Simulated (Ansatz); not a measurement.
Computed with Ansatz on PBE0-D4/def2-TZVP structures; ΔE is electronic, products minus reactants. CCSD(T)/CBS is the MP2 limit (def2-TZVPP, def2-QZVPP) plus CCSD(T) − MP2 in def2-TZVPP, frozen cores. This one scheme is used for every species, atoms too. Functionals use def2-TZVPP. No spin–orbit coupling; open shells (•) take unrestricted orbitals. Spin–orbit coupling would lower the free atoms: a little for C, Si. One conformer a species, not always the lowest.

Consider the atomization: `CC[SiH](N)[SiH3]` → 2 C• + 11 H• + N• + 2 Si•.

`CC[SiH](N)[SiH3]`:

Z-matrix (Å, degrees):
```
C
C 1 1.527
H 1 1.094 2 111.5
H 1 1.093 2 111.6 3 -120.2
H 1 1.093 2 111.4 3 120.3
Si 2 1.876 1 113.4 3 -57.6
H 2 1.096 1 110.2 3 63.2
H 2 1.095 1 110.3 3 -179.6
Si 6 2.344 2 112.0 1 -176.3
N 6 1.729 2 109.1 1 -57.7
H 6 1.501 2 106.8 1 65.9
H 9 1.490 6 111.4 2 51.3
H 9 1.491 6 110.9 2 171.3
H 9 1.490 6 110.6 2 -69.0
H 10 1.008 6 119.1 2 -163.8
H 10 1.009 6 119.2 2 56.9
```

CCSD(T)/CBS gives +1326.2 kcal/mol.

(1) Another level gave +1316.7 kcal/mol. Which?
A. CAM-B3LYP/def2-TZVPP
B. PBE-D4/def2-TZVPP
C. r2SCANh/def2-TZVPP
D. revPBE-D4/def2-TZVPP

Largest T1 diagnostic among the species: 0.012.

Results:

(1) C. r2SCANh 1316.7, revPBE-D4 1309.3, PBE-D4 1332.5, CAM-B3LYP 1325.0 kcal/mol.

The D4 term adds +13.3 kcal/mol with B3LYP and +7.1 kcal/mol with PBE0; it sums over pairs of atoms, weighted by their polarisabilities, and B3LYP, whose exchange is more repulsive, gets the larger term. From r2SCAN to r2SCAN0 (25 % exact exchange), in def2-TZVPP and without D4, ΔE moves by −10.8 kcal/mol: exact exchange takes away binding that semilocal exchange gives to molecules.

B3LYP here is the variant with VWN-RPA as its local correlation; programs differ in this.

For atomizations the MP2-based limit and the directly extrapolated one differ by several kJ/mol either way, and by 10 to 25 for some Ge, Se and Sn compounds, so smaller differences from it don't rank the levels.
